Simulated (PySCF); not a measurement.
ClF, charge +1, doublet, at a GFN2-xTB geometry (a state made from the parent by changing its charge; the spin is typed, not shown lowest). Base run: PBE0/aug-cc-pVDZ (PySCF).

The PySCF input:
```python
from pyscf import gto, scf, dft

mol = gto.Mole()
mol.atom = '''
    F    -0.00000000   -0.00000000   -1.04610145
    Cl    0.00000000    0.00000000    0.55381842
'''
mol.basis = 'aug-cc-pvdz'
mol.charge = 1
mol.spin = 1
mol.verbose = 4
mol.build()

mf = dft.UKS(mol)
mf.xc = 'pbe0'
mf.kernel()
```

The base run was repeated with changes; each row names its change, and settings that it needs were set with it.

```
change                                           ΔE vs base (mEh)  fitting functions
-----------------------------------------------  ----------------  -----------------
base                                                        0.000                  -
auxbasis = autoaux                                          0.044                327
auxbasis = def2-universal-jfit                              521.0                100
auxbasis = even-tempered beta=3.0                          -1.313                250
auxbasis = even-tempered beta=1.6                           0.004                538
auxbasis = default (with mf = mf.density_fit())             0.028                214
auxbasis = cc-pvtz-ri                                      -9.988                203
auxbasis = cc-pvdz-jkfit                                    0.021                182
only_dfj = on; auxbasis = def2-universal-jfit              -0.129                100
auxbasis = cc-pvtz-jkfit                                   -0.017                200
```

A fitting set is made for a task (jfit for Coulomb, jkfit for Coulomb and exchange, ri for correlation) and for a family of orbital bases.

Open shells are given as the SCF converged; they aren't shown to be the lowest states, and a large step between rows can be another state.
